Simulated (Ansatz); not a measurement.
**Nudged elastic band run: CH5BFP**

Input file:

```yaml
crystal:
  periodic: [false, false, false]
  atoms:
    - { symbol: F, position_ang: [-1.181071, 1.026037, -1.08176] }
    - { symbol: C, position_ang: [0.168771, 1.048108, -0.695955] }
    - { symbol: B, position_ang: [0.624779, -0.177406, 0.167118] }
    - { symbol: P, position_ang: [-0.504372, -1.658737, 0.420715] }
    - { symbol: H, position_ang: [0.795288, 1.117824, -1.612851] }
    - { symbol: H, position_ang: [0.365396, 1.990663, -0.138281] }
    - { symbol: H, position_ang: [1.776686, -0.230487, 0.519835] }
    - { symbol: H, position_ang: [-1.775844, -1.064745, 0.665895] }
    - { symbol: H, position_ang: [-0.181135, -2.097756, 1.738184] }
basis:
  gaussian: { orbitals: "6-31G*" }
hamiltonian:
  xc: pbe
neb:
  order_check: false
  images: 7
  f_tol: 0.05
  max_iterations: 39
  final_atoms:
    - { symbol: F, position_ang: [0.26937014, 1.74670743, -1.73393149] }
    - { symbol: C, position_ang: [0.40068101, 1.08309615, -0.50678722] }
    - { symbol: B, position_ang: [-0.26241285, -0.34070816, -0.48160554] }
    - { symbol: P, position_ang: [0.12731172, -1.60938154, 0.86558418] }
    - { symbol: H, position_ang: [1.47779071, 1.05505292, -0.23505644] }
    - { symbol: H, position_ang: [-0.08184081, 1.70393582, 0.28322919] }
    - { symbol: H, position_ang: [-0.95689242, -0.70756082, -1.39412032] }
    - { symbol: H, position_ang: [-1.16246314, -2.15425749, 1.13519061] }
    - { symbol: H, position_ang: [0.27695363, -0.82338332, 2.05039702] }
  initial_path:
    images:
      - { positions_ang: [[-1.181071, 1.026037, -1.08176], [0.168771, 1.048108, -0.695955], [0.624779, -0.177406, 0.167118], [-0.504372, -1.658737, 0.420715], [0.795288, 1.117824, -1.612851], [0.365396, 1.990663, -0.138281], [1.776686, -0.230487, 0.519835], [-1.775844, -1.064745, 0.665895], [-0.181135, -2.097756, 1.738184]] }
      - { positions_ang: [[-0.9507249, 1.07128454, -1.24248616], [0.1577366, 1.03583815, -0.6376306], [0.59527068, -0.2631715, 0.03748914], [-0.43821988, -1.66394664, 0.54640959], [0.85172077, 1.24662063, -1.26973039], [0.1008126, 1.80636704, -0.03980705], [1.68940269, -0.41308, 0.13046259], [-1.73669541, -1.11731496, 0.63724712], [-0.18080514, -1.74909627, 1.82094576]] }
      - { positions_ang: [[-0.7203788, 1.11653208, -1.40321231], [0.1467022, 1.02356831, -0.5793062], [0.56576236, -0.348937, -0.09213973], [-0.37206776, -1.66915627, 0.67210417], [0.90815354, 1.37541727, -0.92660978], [-0.1637708, 1.62207109, 0.0586669], [1.60211938, -0.59567299, -0.25890981], [-1.69754682, -1.16988492, 0.60859923], [-0.18047529, -1.40043655, 1.90370752]] }
      - { positions_ang: [[-0.49003271, 1.16177961, -1.56393847], [0.13566781, 1.01129846, -0.52098179], [0.53625403, -0.4347025, -0.22176859], [-0.30591564, -1.67436591, 0.79779876], [0.96458631, 1.5042139, -0.58348916], [-0.42835421, 1.43777513, 0.15714085], [1.51483607, -0.77826599, -0.64828222], [-1.65839823, -1.22245488, 0.57995135], [-0.18014543, -1.05177682, 1.98646928]] }
      - { positions_ang: [[-0.25968661, 1.20702715, -1.72466463], [0.12463341, 0.99902862, -0.46265739], [0.50674571, -0.520468, -0.35139745], [-0.23976351, -1.67957555, 0.92349335], [1.02101908, 1.63301054, -0.24036855], [-0.69293761, 1.25347917, 0.25561479], [1.42755275, -0.96085899, -1.03765463], [-1.61924964, -1.27502484, 0.55130347], [-0.17981558, -0.7031171, 2.06923104]] }
      - { positions_ang: [[-0.12742242, 1.34194722, -1.72698134], [0.19364531, 1.0200455, -0.47368985], [0.31445607, -0.47552804, -0.38394947], [-0.1479947, -1.66202705, 0.90901606], [1.13521199, 1.48852113, -0.23904052], [-0.54016341, 1.36609333, 0.26251839], [0.83144146, -0.89753444, -1.12677105], [-1.50505302, -1.494833, 0.69727525], [-0.06562328, -0.73318365, 2.06452254]] }
      - { positions_ang: [[0.00484177, 1.47686729, -1.72929806], [0.26265721, 1.04106239, -0.48472231], [0.12216643, -0.43058808, -0.4165015], [-0.05622589, -1.64447854, 0.89453876], [1.24940489, 1.34403173, -0.23771249], [-0.38738921, 1.47870749, 0.26942199], [0.23533017, -0.8342099, -1.21588748], [-1.39085639, -1.71464116, 0.84324704], [0.04856903, -0.76325021, 2.05981403]] }
      - { positions_ang: [[0.13710595, 1.61178736, -1.73161477], [0.33166911, 1.06207927, -0.49575476], [-0.07012321, -0.38564812, -0.44905352], [0.03554291, -1.62693004, 0.88006147], [1.3635978, 1.19954232, -0.23638447], [-0.23461501, 1.59132166, 0.27632559], [-0.36078112, -0.77088536, -1.3050039], [-1.27665977, -1.93444932, 0.98921882], [0.16276133, -0.79331676, 2.05510553]] }
      - { positions_ang: [[0.26937014, 1.74670743, -1.73393149], [0.40068101, 1.08309615, -0.50678722], [-0.26241285, -0.34070816, -0.48160554], [0.12731172, -1.60938154, 0.86558418], [1.47779071, 1.05505292, -0.23505644], [-0.08184081, 1.70393582, 0.28322919], [-0.95689242, -0.70756082, -1.39412032], [-1.16246314, -2.15425749, 1.13519061], [0.27695363, -0.82338332, 2.05039702]] }
```

Command:

```bash
$ ansatz run input.yaml --threads 1 --pin off --max-ram 2048MiB --backend cpu --events-out ev --progress --plain --runs-dir out
```

Output, in part (warnings, iteration lines, the closing report on the highest movable image, with atoms numbered from 0):

```
NEB end point (image 0): max|allowed force component| = 3.504e-3 eV/Å (the criterion of neb.relax_end_points is 1.000e-2)
NEB end point (image 8): max|allowed force component| = 5.197e-3 eV/Å (the criterion of neb.relax_end_points is 1.000e-2)
NEB iter   1: max|band force component| = 1.433e1 eV/Å  barrier→ = 4.6601 eV  barrier← = 4.5577 eV  Δτ_max = 0.1992 Å  (235 SCF iters)
NEB iter   2: max|band force component| = 3.247e0 eV/Å  barrier→ = 0.9728 eV  barrier← = 0.8704 eV  Δτ_max = 0.1903 Å  (225 SCF iters)
NEB iter   3: max|band force component| = 1.380e0 eV/Å  barrier→ = 0.7390 eV  barrier← = 0.6366 eV  Δτ_max = 0.1747 Å  (202 SCF iters)
NEB iter   4: max|band force component| = 6.443e-1 eV/Å  barrier→ = 0.6606 eV  barrier← = 0.5583 eV  Δτ_max = 0.2000 Å  (193 SCF iters)
NEB iter   5: max|band force component| = 5.170e-1 eV/Å  barrier→ = 0.6408 eV  barrier← = 0.5385 eV  Δτ_max = 0.1993 Å  (209 SCF iters)
NEB iter   6: max|band force component| = 6.343e-1 eV/Å  barrier→ = 0.5923 eV  barrier← = 0.4899 eV  Δτ_max = 0.1003 Å  (217 SCF iters)
NEB iter   7: max|band force component| = 5.891e-1 eV/Å  barrier→ = 0.5421 eV  barrier← = 0.4398 eV  Δτ_max = 0.1003 Å  (192 SCF iters)
NEB iter   8: max|band force component| = 3.355e-1 eV/Å  barrier→ = 0.4809 eV  barrier← = 0.3785 eV  CI = image 5  Δτ_max = 0.1001 Å  (196 SCF iters)
NEB iter   9: max|band force component| = 3.522e-1 eV/Å  barrier→ = 0.4672 eV  barrier← = 0.3648 eV  CI = image 6  Δτ_max = 0.1001 Å  (197 SCF iters)
NEB iter  10: max|band force component| = 2.679e-1 eV/Å  barrier→ = 0.4831 eV  barrier← = 0.3808 eV  CI = image 6  Δτ_max = 0.2000 Å  (197 SCF iters)
NEB iter  11: max|band force component| = 2.470e-1 eV/Å  barrier→ = 0.4891 eV  barrier← = 0.3868 eV  CI = image 6  Δτ_max = 0.1995 Å  (207 SCF iters)
NEB iter  12: max|band force component| = 1.861e-1 eV/Å  barrier→ = 0.4880 eV  barrier← = 0.3857 eV  CI = image 6  Δτ_max = 0.0871 Å  (201 SCF iters)
NEB iter  13: max|band force component| = 1.361e-1 eV/Å  barrier→ = 0.4863 eV  barrier← = 0.3840 eV  CI = image 6  Δτ_max = 0.0634 Å  (194 SCF iters)
NEB iter  14: max|band force component| = 6.214e-2 eV/Å  barrier→ = 0.4854 eV  barrier← = 0.3830 eV  CI = image 6  Δτ_max = 0.0145 Å  (197 SCF iters)
NEB iter  15: max|band force component| = 2.704e-2 eV/Å  barrier→ = 0.4851 eV  barrier← = 0.3828 eV  CI = image 6  Δτ_max = 0.0056 Å  (178 SCF iters)
NEB iter  16: max|band force component| = 2.891e-2 eV/Å  barrier→ = 0.4851 eV  barrier← = 0.3827 eV  CI = image 6  Δτ_max = 0.0000 Å  (220 SCF iters)
Total energy: -13788.84269018 eV, -506.7306224510 hartree
Atom 0 at     0.394403     1.671782    -1.665837 Å, force     0.001392     0.001035    -0.001179 eV/Å
Atom 1 at     0.113712     0.983523    -0.479451 Å, force     0.004076     0.002244     0.002189 eV/Å
Atom 2 at     0.172415    -0.574365    -0.590928 Å, force     0.001154    -0.002916    -0.001951 eV/Å
Atom 3 at    -0.209424    -1.735252     0.964520 Å, force    -0.000119     0.000875    -0.003431 eV/Å
Atom 4 at     0.824194     1.323102     0.309074 Å, force    -0.001660     0.000167    -0.000619 eV/Å
Atom 5 at    -0.887011     1.301361    -0.108526 Å, force    -0.002617    -0.002594    -0.000296 eV/Å
Atom 6 at     0.460286    -1.091819    -1.639405 Å, force    -0.002128     0.000415     0.001429 eV/Å
Atom 7 at    -1.383273    -0.982685     1.337725 Å, force    -0.000482     0.000181     0.002338 eV/Å
Atom 8 at     0.603197    -0.942146     1.855728 Å, force     0.000384     0.000591     0.001520 eV/Å
Dipole moment:    -0.063604     0.148633     0.248945 e Å
```

It converged. The band force fell under the threshold earlier too, but the program's further tests of the path sent the band on. The profile has 2 maxima (images 2, 6) with wells between them (image 4): this band takes more than one step, which may be the mechanism or a detour left from its start path. A vibrational analysis at the climbing image gives one clearly imaginary mode, 296i cm⁻¹: a first-order saddle point.

Final band (atoms are numbered from 1 in the order of the input):

```tsv
image	path coordinate (Å)	energy (kcal/mol)	dihedral F1–C2–B3–H7 (°)
0	0.00	0.0	179
1	1.13	3.5	145
2	2.26	7.2	96
3	3.39	5.4	57
4	4.52	2.6	21
5	5.65	5.8	14
6	6.78	11.2	1
7	7.88	6.1	-13
8	8.98	2.4	-9
```

Time of the run: 7.5 min on 1 thread of AMD EPYC (Zen 3), on a shared host, peak memory 0.14 GiB.
